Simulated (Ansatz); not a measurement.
F5Nb, SMILES [F][Nb-]([F])([F])([F])[F] (connectivity only; charge and spin as stated), charge -1, multiplicity 2. Atoms are numbered in the order given.

```xyz
6

Nb     0.0000     0.0000    -0.0244
F      0.0000     0.0000     1.8818
F     -1.5197     0.3018    -1.1712
F      0.3876     1.9541     0.0214
F     -0.3876    -1.9541     0.0214
F      1.5197    -0.3018    -1.1712
```
Charge -1, spin multiplicity 2.

Coordinates come from a B3LYP-D3(BJ)/def2-SVPD optimisation. The multiplicity is an assumed one; other spin states were not compared. The def2 effective core potentials stand for the cores of Nb; spin–orbit coupling is left out.

Two levels are set side by side: PBE-D3(BJ)/def2-SVPD (Ansatz, a program for electronic structure) and B3LYP-D3(BJ)/def2-SVPD (Ansatz). Each level has its own optimised geometry; the coordinates shown are those of the second. Differences are taken from unrounded values.

```tsv
quantity	B3LYP-D3(BJ)	PBE-D3(BJ)	PBE-D3(BJ) minus B3LYP-D3(BJ)
mean bond length (Å)	1.949	1.956	0.007
bond Nb1–F2 (Å)	1.906	1.912	0.006
bond Nb1–F3 (Å)	1.928	1.933	0.006
bond Nb1–F4 (Å)	1.993	2.000	0.008
bond Nb1–F5 (Å)	1.993	2.000	0.008
bond Nb1–F6 (Å)	1.928	1.933	0.006
```

GGA bonds tend to be longer and softer than those of functionals with exact exchange. Differences between two approximate levels are no errors against the true value.
